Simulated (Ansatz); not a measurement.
Results of the Gaussian-basis code of Ansatz.

CH3FMgO, SMILES `C[O][Mg][F]` at its PBE0-D4/def2-TZVP geometry, where that method's forces vanish. Charge 0, multiplicity 1.

| atom | x (Å) | y (Å) | z (Å) |
| --- | --- | --- | --- |
| C1 | 0.8347 | 0.1194 | 0.8067 |
| O2 | -0.1498 | -0.0204 | -0.1467 |
| Mg3 | -1.4030 | -0.2003 | -1.3565 |
| F4 | -2.6558 | -0.3803 | -2.5658 |
| H5 | 1.3401 | -0.8350 | 1.0109 |
| H6 | 1.6068 | 0.8348 | 0.4906 |
| H7 | 0.4270 | 0.4818 | 1.7608 |

Q: For each bond, give half the difference of the two atoms' forces along it (eV/Å; positive pushes the atoms apart) under PBE-D4, r2SCAN-D4, B3LYP-D4, ωB97M-V in def2-TZVPP. (Estimate.)

A: The calculation gave: 
```tsv
bond	length (Å)	PBE-D4	r2SCAN-D4	B3LYP-D4	ωB97M-V
C1–O2	1.378	0.22	0.23	0.33	0.31
C1–H5	1.099	0.08	-0.05	-0.10	-0.13
C1–H6	1.099	0.08	-0.05	-0.10	-0.13
C1–H7	1.099	0.08	-0.05	-0.10	-0.13
O2–Mg3	1.751	-0.13	-0.07	-0.13	-0.08
Mg3–F4	1.751	0.21	0.00	0.06	0.04
```

B3LYP here is the variant with VWN-RPA as its local correlation; programs differ in this.
